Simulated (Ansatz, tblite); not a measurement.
Cost and result up the ladder for (CuF)2 ring (Cu2F2) (4 atoms). Charge 0, multiplicity 1. Geometry: PBE0-D4/def2-SVP.

```tsv
atom	x (Å)	y (Å)	z (Å)
Cu1	0.126	0.927	0.728
F2	-1.295	-0.422	0.762
Cu3	-0.126	-0.927	-0.728
F4	1.295	0.422	-0.762
```

Ansatz on 4 threads of Arm Neoverse V2 on a shared host; xTB runs through tblite on one thread. Times are rough, summed over both states, and most runs start from the orbitals of an earlier one. PBE0-D4/def2-TZVP serves as the yardstick here, not as an exact answer. The other state is a triplet.

The xTB rows come from tblite.

xTB has no spin-polarisation term.

```tsv
level	functions	wall time	vertical triplet (eV)	difference from PBE0-D4/def2-TZVP (eV)
GFN2-xTB	26	0.005 s	5.07	2.85
GFN1-xTB	26	0.006 s	2.89	0.67
PBE-D4/def2-TZVP	152	4.3 s	1.61	-0.61
r2SCAN-D4/def2-TZVP	152	12 s	1.67	-0.55
PBE0-D4/def2-TZVP (with forces)	152	12 s	2.22	0.00
```
